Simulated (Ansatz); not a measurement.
Consider the cleavage of the B–Si bond: `B[SiH2]Cl` + `NC[TeH]` → `BNC[TeH]` + `[SiH3]Cl`.

Computed with Ansatz on PBE0-D4/def2-TZVP structures; ΔE is electronic, products minus reactants. CBS: MP2 limit from def2 TZ/QZ plus the TZ coupled-cluster correction, frozen cores. This one scheme is used for every species. Elements past krypton have def2 core potentials. For Te outer-core shells are correlated without core-valence functions, which leaves a few kJ/mol of doubt a bond. One conformer a species, not always the lowest.

| species | HF/def2-QZVPP energy (Eh) |
| --- | --- |
| `B[SiH2]Cl` | -775.51522 |
| `NC[TeH]` | -362.25162 |
| `BNC[TeH]` | -387.56349 |
| `[SiH3]Cl` | -750.27045 |

(1) Work out ΔE.

Largest T1 diagnostic among the species: 0.012.

Answers

(1) ΔE = (-387.56349) + (-750.27045) − (-775.51522) − (-362.25162) = -0.06710 Eh = -1.83 eV. CCSD(T)/CBS gives -1.89 eV.

In def2-TZVPP, CCSD(T) changes the Hartree–Fock value by −0.10 eV (the triples alone add −0.03 eV) and MP2 by −0.18 eV.
